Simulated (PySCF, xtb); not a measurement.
SbCl4, SMILES [Cl][Sb+]([Cl])([Cl])[Cl], charge +1.

Harmonic wavenumbers (cm⁻¹) from GFN2-xTB (xtb 6.7.1) at its own minimum, in rising order: 71, 71, 98, 98, 98, 295, 342, 342, 342.

Problem. What does PBE-D3(BJ)/def2-SVP run with PySCF give at its own minimum? (Estimate from the structure and the level; the computed values follow.)

Solution. 98, 98, 124, 124, 124, 357, 416, 416, 416. Paired by order, the mean absolute difference is 46 cm⁻¹ and the zero-point energies are 2.5 and 3.1 kcal/mol.
